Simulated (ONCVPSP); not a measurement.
# u(r) = r·R(r): atom against pseudo-atom (vanadium)

Columns: radius, all-electron u(r) and pseudo u(r) of the 3p shell (level -44.04 eV) of vanadium in the configuration [Ne] 3s2 3p6 3d3 4s2; PBE, scalar-relativistic, ONCV scheme, ONCVPSP 4.0.1.

| r (bohr) | all-electron | pseudo |
| --- | --- | --- |
| 0.088 | -0.3863 | 0.0320 |
| 0.175 | -0.5466 | 0.1218 |
| 0.262 | -0.3474 | 0.2576 |
| 0.350 | 0.0087 | 0.4237 |
| 0.438 | 0.3695 | 0.5979 |
| 0.525 | 0.6616 | 0.7584 |
| 0.612 | 0.8706 | 0.8917 |
| 0.700 | 0.9996 | 0.9881 |
| 0.788 | 1.0595 | 1.0417 |
| 0.875 | 1.0668 | 1.0541 |
| 0.962 | 1.0374 | 1.0318 |
| 1.050 | 0.9832 | 0.9825 |
| 1.138 | 0.9143 | 0.9156 |
| 1.225 | 0.8390 | 0.8402 |
| 1.312 | 0.7614 | 0.7621 |
| 1.400 | 0.6842 | 0.6844 |
| 1.487 | 0.6113 | 0.6113 |
| 1.575 | 0.5424 | 0.5423 |
| 1.662 | 0.4796 | 0.4796 |
| 1.750 | 0.4219 | 0.4218 |
| 1.838 | 0.3699 | 0.3699 |
| 1.925 | 0.3240 | 0.3240 |
| 2.012 | 0.2831 | 0.2831 |
| 2.100 | 0.2466 | 0.2465 |
| 2.188 | 0.2144 | 0.2144 |
| 2.275 | 0.1865 | 0.1865 |

(1) How many radial nodes do the two functions have?

(2) At about which radius was the pseudo-wave matched?

(3) Where does each function peak?

(4) Is the pseudo-wave norm-conserving?

## Answers

(1) The all-electron 3p function has n − l − 1 = 1; the pseudo-wave has 0, since the states of the same l below it are removed with the core.

(2) 1.60 bohr. The columns agree to 0.0005 from 1.40 bohr on; several derivatives are matched, so the curves merge somewhat inside the radius.

(3) Outermost all-electron maximum near 0.88 bohr, pseudo maximum near 0.88 bohr (to the table’s step).

(4) Yes: the ONCV scheme keeps the norm inside the radius equal to the all-electron one, which fixes the energy derivative of the logarithmic derivative at the level.
